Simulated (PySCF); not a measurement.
C2H6MgO2, SMILES C[O][Mg][O]C, PBE0/def2-SVP optimised geometry.

```
11

Mg     0.00     0.17     0.00
O      1.77     0.17     0.00
C      3.14     0.19     0.01
H      3.57     0.52    -0.95
H      3.55     0.87     0.79
H      3.57    -0.81     0.22
O     -1.76     0.17     0.00
C     -3.13     0.16    -0.02
H     -3.55     0.74    -0.87
H     -3.54    -0.87    -0.12
H     -3.57     0.58     0.90
```

Density from PBE0/def2-TZVP in PySCF at that geometry.

Minimum of the electron density along straight lines between bonded atoms, close to the bond critical point (lines longer than 1.1 times the sum of covalent radii, or with two minima, are not listed):

| bond | length / Å | ρ at the minimum / e bohr⁻³ | ∇²ρ there / e bohr⁻⁵ | position (fraction from the first atom) |
|---|---|---|---|---|
| Mg1–O2 | 1.768 | 0.078 | 0.72 | 0.45 |
| O2–C3 | 1.371 | 0.281 | -0.53 | 0.66 |
| C3–H4 | 1.109 | 0.273 | -0.93 | 0.64 |
| C3–H5 | 1.109 | 0.273 | -0.93 | 0.64 |
| C3–H6 | 1.109 | 0.273 | -0.93 | 0.64 |
| Mg1–O7 | 1.768 | 0.078 | 0.72 | 0.45 |
| O7–C8 | 1.371 | 0.281 | -0.53 | 0.66 |
| C8–H9 | 1.109 | 0.273 | -0.93 | 0.64 |
| C8–H10 | 1.109 | 0.273 | -0.93 | 0.64 |
| C8–H11 | 1.109 | 0.273 | -0.93 | 0.64 |
